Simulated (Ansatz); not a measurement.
The same path of CH$_{4}$ClO$_{2}$SbSi (10 atoms, charge 0, multiplicity 1) was run twice with different band settings. Lost on the way: Sb5–H9, O6–H10. Made: O1–H10, O6–H9.

Method: Ansatz, RKS LDA/def2-SVP.

Relaxed end points:

```xyz
10
Properties=species:S:1:pos:R:3
O -1.513 -0.561 -0.099
C -0.371 -0.230 0.095
Si 0.495 0.395 1.659
Cl -0.708 1.003 3.207
Sb 0.949 -0.464 -1.773
O -0.714 -1.172 -2.562
H 1.361 1.522 1.167
H 1.348 -0.772 2.078
H 0.628 1.256 -1.929
H -1.391 -1.028 -1.840
```

```xyz
10
Properties=species:S:1:pos:R:3
O -1.244 0.458 -0.502
C -0.151 0.030 0.051
Si 0.485 0.443 1.737
Cl -0.731 -0.189 3.283
Sb 1.067 -1.180 -1.094
O -0.485 -0.828 -2.431
H 0.718 1.917 1.927
H 1.787 -0.323 1.768
H -0.170 -0.411 -3.258
H -1.191 0.032 -1.480
```

Common settings: movable images 9; climbing image yes; spring 5.0 eV/Å²; optimiser quadratic models (default); force threshold 0.05 eV/Å; end points relaxed.

| run | start path | iteration limit |
| --- | --- | --- |
| 1 | through a guess of the saddle point | 52 |
| 2 | straight line | 60 |

Problem. What does each run give, and how far can it be trusted?

Solution. Run 1: converged after 29 iterations, highest image 1.244 eV above the first end. A vibrational analysis at the climbing image gives one clearly imaginary mode, 1075i cm⁻¹: a first-order saddle point.
Run 2: converged after 31 iterations, highest image 1.241 eV above the first end. Another band between the same ends (9 images) ends at a top of the same energy, where a vibrational analysis finds 1 clearly imaginary mode.
The orbitals stay closed-shell, which can raise the energy where a bond breaks towards radicals; this wasn't checked here.
